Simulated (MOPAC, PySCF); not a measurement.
[Sc(NH2)3], neutral singlet in the gas phase. 

Cartesian coordinates (Å):
```xyz
10

Sc     0.0232     0.1027    -0.0817
N     -0.8313    -1.3734     0.9484
H     -0.5993    -2.3753     0.9039
H     -1.5922    -1.2817     1.6358
N      1.4965    -0.2900    -1.3644
H      1.9038    -1.2103    -1.5807
H      2.0067     0.3956    -1.9384
N     -0.5943     1.9788     0.1770
H     -0.2317     2.8202    -0.2921
H     -1.3394     2.2979     0.8117
```
Charge 0, spin multiplicity 1.

All levels are single points at this geometry (BP86-D3(BJ)/def2-SVP); Pople sets use spherical d functions. Orbital energies aren't observables, and empty levels follow the basis.

B3LYP/3-21G in PySCF gives gap (eV) = 4.67.

### Question
Estimate the gap (eV) from each of these levels: PBE-D3(BJ)/def2-TZVP in PySCF; TPSSh-D3(BJ)/def2-TZVP in PySCF; B3LYP/6-311+G** (LANL2DZ on Sc) in PySCF; PBE/6-31G* (LANL2DZ on Sc) in PySCF; SVWN5/6-31G* (LANL2DZ on Sc) in PySCF; HF/6-31G* (LANL2DZ on Sc) in PySCF; HF/STO-3G in PySCF; PM7 in MOPAC.

### Answer

```json
[
 {"level": "PBE-D3(BJ)/def2-TZVP in PySCF", "gap (eV)": "3.39"},
 {"level": "TPSSh-D3(BJ)/def2-TZVP in PySCF", "gap (eV)": "4.51"},
 {"level": "B3LYP/6-311+G** (LANL2DZ on Sc) in PySCF", "gap (eV)": "4.89"},
 {"level": "PBE/6-31G* (LANL2DZ on Sc) in PySCF", "gap (eV)": "3.27"},
 {"level": "SVWN5/6-31G* (LANL2DZ on Sc) in PySCF", "gap (eV)": "3.23"},
 {"level": "HF/6-31G* (LANL2DZ on Sc) in PySCF", "gap (eV)": "10.80"},
 {"level": "HF/STO-3G in PySCF", "gap (eV)": "13.46"},
 {"level": "PM7 in MOPAC", "gap (eV)": "10.39"}
]
```
